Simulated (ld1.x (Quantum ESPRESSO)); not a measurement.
# Plane-wave convergence, TM potential for Sb

Sb (Z = 51), norm-conserving Troullier–Martins (Kleinman–Bylander form), made with ld1.x (Quantum ESPRESSO) 7.5 (LDA (PZ), scalar-relativistic). Core [Kr] 4d10, reference 5s2 5p3. Waves: 5s (bound): rc 1.90 bohr; 5p (bound): rc 1.60 bohr; 5d channel at 0.05 Ry: rc 1.95 bohr. Local part: the d channel. Core correction: none.

The pseudo-atom Hamiltonian at the reference potential is diagonalised in spherical Bessel functions j_l(qr) that vanish at 20 bohr, with q² up to the cutoff. All-electron valence levels (Ry): 5s -0.9620, 5p -0.3674.

Problem. How do the lowest levels (Ry) of each channel move with the cutoff, and are there ghosts?

Solution.

```tsv
cutoff (Ry)	s #1	s #2	p #1	p #2	d #1	d #2	f #1	Σ f·Δε (mRy)
8	-12.8429	-0.9281	-0.5671	0.0196	0.0540	0.1273	0.1109	666.8
15	-25.6371	-0.9550	-9.5028	-0.1346	0.0537	0.1264	0.1109	714.2
25	-32.0281	-0.9597	-26.1240	-0.2892	0.0536	0.1262	0.1109	241.3
40	-33.7970	-0.9623	-30.8550	-0.3562	0.0535	0.1258	0.1109	35.0
50	-34.2025	-0.9624	-32.3842	-0.3654	0.0535	0.1258	0.1109	7.1
70	-34.3730	-0.9625	-35.0471	-0.3664	0.0534	0.1255	0.1109	3.9
100	-34.3804	-0.9625	-35.5219	-0.3672	0.0531	0.1244	0.1109	1.5
140	-34.3821	-0.9625	-35.5646	-0.3675	0.0530	0.1242	0.1109	0.6
400	-34.3848	-0.9625	-35.5833	-0.3677	0.0530	0.1242	0.1109	0.0
```

Result: ghost states, extra bound levels that the all-electron valence spectrum of the same l lacks: p at -484.1 eV, s at -467.8 eV (a true bound ghost makes a file unfit for plane-wave use); 10 mRy is reached at 50 Ry and 1 mRy at 110 Ry.

2 of 9 tests not solved or not reliable.
